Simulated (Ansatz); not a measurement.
C3H8ClNSi, SMILES C/N=C/[Si@@H](C)Cl.

Geometry optimised at PBE0-D3(BJ)/def2-SVP. The structure was generated by enumeration; whether it is a known compound was not checked. One conformer was computed; it need not be the lowest.

Two levels are set side by side: PBE/def2-SVPD (Ansatz, an electronic-structure program) and CAM-B3LYP/def2-SVPD (Ansatz). Energy differences of separate SCF runs at the same geometry; the states with an electron removed or added have multiplicity 2 and 2. Differences are taken from unrounded values.

```tsv
quantity	CAM-B3LYP
vertical ionisation energy (eV)	9.48
vertical singlet–triplet gap (eV)	3.63
```

Problem. What does PBE give, and how far is it from CAM-B3LYP? (An estimate is asked for; the answer gives what the named calculation found.)

Solution. 
| quantity | PBE | PBE minus CAM-B3LYP |
|---|---|---|
| vertical ionisation energy (eV) | 8.97 | -0.52 |
| vertical singlet–triplet gap (eV) | 3.49 | -0.14 |
